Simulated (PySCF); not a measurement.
CH2NO, SMILES N=C=[OH+], charge +1.

The structure is a stationary point at B3LYP-D3(BJ)/def2-TZVP. The isomer is the one that the SMILES or the coordinates give; other isomers of the formula were not compared.

Calculation: TDA-B3LYP/def2-SVPD in PySCF 2.14.0.

Vertical excitations. Isolated molecule, no solvent. State labels are in the subgroup Cs.

```csv
state,symmetry,energy (eV),λ (nm),f,main pairs
S1,A",7.72,161,0.000,HOMO→LUMO 99 %
S2,A',8.61,144,0.000,"HOMO−1→LUMO 51 %, HOMO→LUMO+1 48 %"
S3,A",9.21,135,0.000,HOMO−1→LUMO+1 88 %
S4,A",9.30,133,0.001,HOMO→LUMO+2 87 %
S5,A',10.05,123,0.006,HOMO−1→LUMO+2 98 %
S6,A",11.34,109,0.006,HOMO→LUMO+3 90 %
S7,A",11.53,108,0.003,HOMO−2→LUMO 89 %
S8,A',12.03,103,0.102,HOMO−1→LUMO+3 91 %
S9,A",12.25,101,0.025,HOMO→LUMO+4 96 %
S10,A',12.32,101,0.014,"HOMO−3→LUMO 54 %, HOMO−2→LUMO+1 42 %"
T1,A',7.07,175,0,"HOMO−1→LUMO 72 %, HOMO→LUMO+1 24 %"
T2,A",7.20,172,0,HOMO→LUMO 92 %
T3,A',7.64,162,0,"HOMO→LUMO+1 74 %, HOMO−1→LUMO 24 %"
T4,A",8.75,142,0,HOMO−1→LUMO+1 89 %
```
Triplets are in the Tamm–Dancoff approximation.
